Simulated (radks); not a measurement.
Task: Calculated with a radial shooting solver on a logarithmic mesh with Libxc functionals: non-relativistic Kohn-Sham, LDA (Slater exchange, Perdew-Wang correlation), spin-polarised, spherical densities, point nucleus; open shells are filled with parallel spins first (spin-orbit coupling, left out, can overturn this in heavy ions). Response by self-consistent Sternheimer equations with the Hartree and adiabatic LDA kernel. For heavy and open-shell atoms this level of theory can miss by tens of per cent. Rank Sn+, As2+, Kr+, In2+, Zr3+ (NIST ground configurations) by static dipole polarisability, largest first.

Result: Sn+ 27.98, In2+ 14.65, Kr+ 11.00, As2+ 10.21, Zr3+ 5.517 bohr^3.
